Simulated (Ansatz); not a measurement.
Cost and result for the atomization energy of CH7F2NSi2 (`C[SiH](F)N[SiH2]F`) (13 atoms, 12 bonds).

Z-matrix (Å, degrees):
```
C
Si 1 1.850
H 1 1.094 2 110.9
H 1 1.092 2 110.8 3 119.6
H 1 1.092 2 110.7 3 -120.1
F 2 1.603 1 107.1 3 -63.2
N 2 1.719 1 111.6 3 57.6
H 2 1.481 1 114.1 3 179.0
Si 7 1.710 2 128.0 1 140.0
H 7 1.012 2 116.2 1 -39.0
F 9 1.601 7 111.7 2 -96.5
H 9 1.478 7 108.6 2 21.3
H 9 1.480 7 110.0 2 146.3
```

Total charge 0; spin multiplicity 1. The geometry is a stationary point of PBE0-D4/def2-TZVP. It is one conformer, not always the lowest. Program: Ansatz. All runs use 2 threads of an AMD EPYC 7R13 on a shared host and a share of an NVIDIA H100 80 GB. Times are those of one run each, without the atoms' runs, and a repeat can differ threefold. Electronic energies, without spin–orbit coupling; frozen cores. CCSD(T)/CBS adds CCSD(T) − MP2 in def2-TZVPP to the MP2 limit, and its time is that of the two runs behind it. T1 = 0.011. HSE06 is the plane-wave form, built on full-range PBE exchange.

CCSD(T)/CBS is a level of theory with its own doubt, some kJ/mol a heavy atom from the limit and from the frozen cores, so smaller differences don't rank the functionals.

| level | functions | wall time | atomization (kcal/mol) | difference from CCSD(T)/CBS | per bond |
| --- | --- | --- | --- | --- | --- |
| r2SCANh-D4/def2-TZVPP | 306 | 3.1 s | 1165.7 | -13.1 | -1.1 |
| BHLYP-D4/def2-TZVPP | 306 | 3.3 s | 1145.9 | -32.9 | -2.7 |
| CAM-B3LYP-D4/def2-TZVPP | 306 | 3.8 s | 1181.9 | 3.1 | 0.3 |
| HSE06-D4/def2-TZVPP | 306 | 4 s | 1163.7 | -15.1 | -1.3 |
| BLYP-D4/def2-TZVPP | 306 | 6 s | 1168.0 | -10.8 | -0.9 |
| B2PLYP/def2-TZVPP | 306 | 6 s | 1162.3 | -16.5 | -1.4 |
| r2SCAN-D4/def2-TZVPP (with forces) | 306 | 7 s | 1172.4 | -6.4 | -0.5 |
| PBE0-D4/def2-TZVPP | 306 | 7.5 s | 1163.1 | -15.7 | -1.3 |
| LDA (SPW92)/def2-TZVPP | 306 | 7.5 s | 1320.8 | 142.0 | 11.8 |
| CCSD(T)/def2-SVP | 127 | 7.5 s | 1088.8 | -90.0 | -7.5 |
| MP2/def2-QZVPP | 578 | 7.5 s | 1185.3 | 6.5 | 0.5 |
| CCSD(T)/def2-TZVPP | 306 | 12 s | 1145.0 | -33.8 | -2.8 |
| CCSD(T)/CBS(def2) | – | 19 s | 1178.8 | 0.0 | 0.0 |

From PBE to PBE0 (25 % exact exchange), in def2-TZVPP and without D4, the atomization energy moves by −15.0 kcal/mol: exact exchange takes away binding that semilocal exchange gives to molecules. In def2-TZVPP, CCSD(T) changes the Hartree–Fock value by +268.0 kcal/mol (the triples alone add +14.0 kcal/mol) and MP2 by +287.7 kcal/mol; breaking electron pairs costs correlation energy, which Hartree–Fock lacks. The D4 term adds +10.8 kcal/mol with B3LYP and +5.7 kcal/mol with PBE0; it sums over pairs of atoms, weighted by their polarisabilities, and B3LYP, whose exchange is more repulsive, gets the larger term.

B3LYP here is the variant with VWN-RPA as its local correlation; programs differ in this.
